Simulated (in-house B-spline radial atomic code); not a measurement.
Orbital energies and mean radii along the 50-electron series, configuration [Kr] 4d10 4f4. The effective charge is n√(-2ε), a non-relativistic measure. Computed with a radial B-spline atomic code at the basis-set limit: Dirac-Hartree-Fock, average of the configuration, finite nuclei.

| ion | Z | energy of 4d3/2 (Eh) | mean radius of 4d3/2 (bohr) | energy of 4p3/2 (Eh) | mean radius of 4p3/2 (bohr) | effective charge of 4d3/2 |
| --- | --- | --- | --- | --- | --- | --- |
| Tb15+ | 65 | -17.629 | 0.58754 | -22.601 | 0.56715 | 23.751 |
| Dy16+ | 66 | ? | ? | ? | ? | ? |
| Ho17+ | 67 | -21.036 | 0.55387 | -26.346 | 0.53943 | 25.945 |
| Er18+ | 68 | -22.841 | 0.53845 | -28.322 | 0.52651 | 27.036 |
| Tm19+ | 69 | -24.715 | 0.52387 | -30.367 | 0.51417 | 28.123 |
| Yb20+ | 70 | ? | ? | ? | ? | ? |
| Lu21+ | 71 | -28.666 | 0.49697 | -34.661 | 0.49107 | 30.287 |

Problem. Fill in the row of Dy16+.

Solution. energy of 4d3/2 (Eh): -19.298; mean radius of 4d3/2 (bohr): 0.5702; energy of 4p3/2 (Eh): -24.438; mean radius of 4p3/2 (bohr): 0.55297; effective charge of 4d3/2: 24.85.

Problem. Fill in the row of Yb20+.

Solution. energy of 4d3/2 (Eh): -26.657; mean radius of 4d3/2 (bohr): 0.51007; energy of 4p3/2 (Eh): -32.48; mean radius of 4p3/2 (bohr): 0.50237; effective charge of 4d3/2: 29.207.

Problem. How does the screening of 4d3/2 change?

Solution. Z less the effective charge goes from 41.25 at Z = 65 to 40.71 at Z = 71.
